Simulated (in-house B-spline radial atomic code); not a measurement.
A fraction x of an electron is removed from 4p in Sr4+, starting from [Ar] 3d10 4s2 4p4 and keeping the highest spin. All numbers are computed (non-relativistic PBEsol, spin-polarised, spherical fractional occupations; point nucleus) with a radial B-spline atomic code at the basis-set limit, not measured.

```
   x  E(x) - E(0) (eV)  4p down level (eV)
   0            0.0000             -63.043
0.03            1.8975             -63.456
0.19           12.2265             -65.658
 0.3           19.5322             -67.174
0.44           29.0717             -69.105
 0.5           33.2428             -69.933
0.53           35.3470             -70.347
0.63           42.4507             -71.727
0.81           55.5849             -74.208
0.94           65.3483             -75.998
   1           69.9330                   -
```

The exact functional would give a straight line between the two integer points. Deviations E(x) - E(0) - x[E(1) - E(0)], in eV: -0.2 at x = 0.03, -1.061 at x = 0.19, -1.448 at x = 0.3, -1.699 at x = 0.44, -1.724 at x = 0.5, -1.717 at x = 0.53, -1.607 at x = 0.63, -1.061 at x = 0.81, -0.389 at x = 0.94.

The curve lies below the straight line by up to 1.724 eV (at x = 0.5): convex, the delocalisation error that favours fractional charges.

**Question.** How well does Slater's transition state (minus the level at half occupation) give the ionisation energy?

**Answer.** It gives 69.933 eV against 69.933 eV from the two total energies; NIST lists 70.70 eV, ground level to ground level.
